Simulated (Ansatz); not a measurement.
Ansatz results at the PBE0-D4/def2-TZVP geometry: size of the dipole moment (B3LYP/def2-TZVPP) 1.59 D; size of the dipole moment (ωB97M-V/def2-TZVPP) 1.64 D; size of the dipole moment (PBE/def2-TZVPP) 1.53 D.

Task: Which molecule gave them?
A. `C[CH2][Mg]`•
B. `C#[C][Ge]([F])[F]`•
C. `B[N][GeH3]`•
D. `[F][Ge]([SH])[Cl]`•

Result: C. The others give `C#[C][Ge]([F])[F]`•: 3.08, 3.07, 2.85; `C[CH2][Mg]`•: 0.55, 0.90, 0.35; `[F][Ge]([SH])[Cl]`•: 2.38, 2.38, 2.21.

B3LYP here is the variant with VWN-RPA as its local correlation; programs differ in this.
